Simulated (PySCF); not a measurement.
## Predicted spectroscopic data

[PySCF 2.14: GIAO PBE0/pcSseg-1 shieldings; GFN2-xTB geometry; a single conformation; fast rotation and ring inversion assumed for equivalent nuclei; no relativistic terms; no solvent model]

Shifts are taken against calculated references (same method and geometry level): 1H (σref 31.72), 13C (σref 186.93) vs TMS. Splittings of carbon signals by F and P are missing where no couplings were computed. Where no couplings were computed, multiplicities follow the n + 1 count of equivalent neighbours, and m marks all less simple cases (inequivalent or close neighbours, rings, F or P nearby). Shifts are as computed. Against solution values, carbons near 30 ppm lie about +3 ppm off and those near 130 ppm about +5 ppm. Of 1211 compounds with measured shifts, 218 miss one by over three times the rms of a fit or turn the order of signals round; such compounds aren't used in these exercises.

Compound 1 (C$_{4}$H$_{10}$P$_{2}$). 1H NMR (500 MHz, computed): δ 8.31 (m, 1H), 2.68 (m, 2H), 2.44 (m, 3H), 2.23 (m, 2H), 2.21 (m, 2H). 13C{1H} NMR (computed): δ 189.9, 35.2, 25.7, 21.8. Structure: SMILES C/C=P/CCP.

Compound 2 (C$_{6}$H$_{9}$N$_{3}$O). 1H NMR (500 MHz, computed): δ 7.05 (s, 1H), 4.09 (s, 3H), 3.85 (m, 1H), 1.36 (m, 2H), 0.90 (m, 2H). 13C{1H} NMR (computed): δ 168.0, 123.0, 57.8, 35.6, 9.8. Structure: SMILES COc1cnn(C2CC2)n1.
